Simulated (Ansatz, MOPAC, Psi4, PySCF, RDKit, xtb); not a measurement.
Dimer: C2H4 (SMILES C=C) (first 6 atoms) with C3H8 (SMILES CCC); geometry from B3LYP-D3(BJ)/def2-TZVP, rigid monomers moved along the line of their centres of mass till C1···H13 is 2.68 Å.
(charge 0, multiplicity 1):
```xyz
17

C      0.647    -0.339     0.279
C     -0.540     0.237     0.168
H      1.495     0.182     0.708
H      0.820    -1.356    -0.052
H     -1.389    -0.285    -0.258
H     -0.713     1.253     0.499
C     -1.187    -0.515     3.666
C      0.337    -0.463     3.690
C      0.878     0.961     3.591
H     -1.555    -1.539     3.753
H     -1.614     0.064     4.490
H     -1.574    -0.100     2.733
H      0.730    -1.058     2.862
H      0.706    -0.929     4.609
H      1.970     0.978     3.599
H      0.542     1.441     2.670
H      0.529     1.573     4.427
```

```csv
level,interaction energy (kcal/mol),cost
MMFF94,1.33,-
UFF,-1.05,-
AM1,0.42,-
PM3,-0.78,-
PM6,-0.13,-
PM7,-1.41,-
GFN1-xTB,-1.10,-
GFN2-xTB,-0.98,-
HF/STO-3G (no counterpoise),1.76,-
HF/3-21G (no counterpoise),1.57,-
HF/6-31G*,3.40,-
HF/6-31G* (no counterpoise),2.45,-
PBE-D3(BJ)/def2-TZVPPD,-1.23,×1
PBE-D4/def2-TZVPPD,-1.15,×1
B3LYP/3-21G (no counterpoise),0.32,-
B3LYP-D4/def2-TZVPPD,-0.78,×2
wB97M-V/def2-TZVPPD,-0.96,×3
MP2/6-31G*,1.14,-
MP2/aug-cc-pVDZ,-0.71,×1
SAPT0/jun-cc-pV(D+d)Z,0.06,-
```

The rows run from -1.41 (PM7) to 3.40 kcal/mol (HF/6-31G*).

Monomers are frozen at their geometry in the pair; levels with a basis set take the counterpoise correction. Rows marked so take none. RDKit's UFF carries no charges.

Correlated levels freeze the cores. Rows in 3-21G, 6-31G*, STO-3G carry no dispersion term and start afresh at each structure (6-31G* with six Cartesian d functions). MP2/6-31G* freezes PySCF's default core. The state reached by AM1, PM3, PM6, PM7 isn't checked; PM7 holds dispersion and hydrogen-bond terms.

Codes used: Ansatz (Gaussian orbitals); MOPAC for AM1, PM3, PM6, PM7 (differences of heats of formation); Psi4 for SAPT; PySCF for 3-21G rows, 6-31G* rows, STO-3G rows, the dispersion terms; RDKit for the force fields; xtb for the GFN methods. Values without a source in brackets are computed.

Costs are rough ratios of core time to PBE/def2-TZVPPD (about 29 s over the structures, on one shared machine); a dash marks a level with no comparable run of its own.

Ansatz is a quantum-chemistry and plane-wave program.
